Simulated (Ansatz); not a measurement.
`CO[SiH2]CF` + H₂S → `CO[SiH2]S` + fluoromethane  (ligand exchange at the Si–C bond)

Calculated with Ansatz (gas phase, PBE0-D4/def2-TZVP geometries, no zero-point term in ΔE). CCSD(T)/CBS is the MP2 limit (def2-TZVPP, def2-QZVPP) plus CCSD(T) − MP2 in def2-TZVPP, frozen cores. This one scheme is used for every species. One conformer a species, not always the lowest.

```
     species  CCSD(T)/def2-TZVPP energy (Eh)
`CO[SiH2]CF`                      -544.22037
         H₂S                      -398.93111
 `CO[SiH2]S`                      -803.61698
        `CF`                      -139.56407
```

Problem. Work out ΔE.

Solution. ΔE = (-803.61698) + (-139.56407) − (-544.22037) − (-398.93111) = -0.02957 Eh = -18.6 kcal/mol. CCSD(T)/CBS gives -19.1 kcal/mol.

Largest T1 diagnostic among the species: 0.011.
